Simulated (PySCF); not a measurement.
Cl2GeH4OSi, SMILES Cl[SiH](Cl)[O][GeH3]. Heavy atoms are numbered as in [SiH:1]([Cl:2])([Cl:3])[O:4][GeH3:5]. Hydrogens are named by the atom that carries them.

Geometry optimised at r2SCAN-D4/def2-SVP. The structure was generated by enumeration, and PubChem lists no compound with its InChIKey, so it may never have been made. One conformer was computed; it need not be the lowest.

Computed with B3LYP/pcSseg-1 in PySCF.

GIAO shieldings, no solvent; atoms alike by connectivity are averaged. δ = σ(ref) − σ: ²⁹Si against TMS (σ = 338.7 ppm); ³⁵Cl against HCl (σ = 933.3 ppm); ¹⁷O against H2O (σ = 333.8 ppm); ⁷³Ge against GeH4 (σ = 1631.8 ppm); ¹H against TMS (σ = 31.68 ppm), references at their B3LYP-D3(BJ)/def2-TZVP geometries, non-relativistic (without spin–orbit terms, shifts of atoms bonded to Cl or Br come out too high).

```csv
nucleus,atoms,count,δ (ppm)
²⁹Si,Si1 (SiH),1,-13.7
³⁵Cl,Cl2,2,121.6
¹⁷O,O4,1,74.3
⁷³Ge,Ge5 (GeH3),1,241.6
¹H,H on Si1,1,5.86
¹H,H on Ge5,3,5.48
```
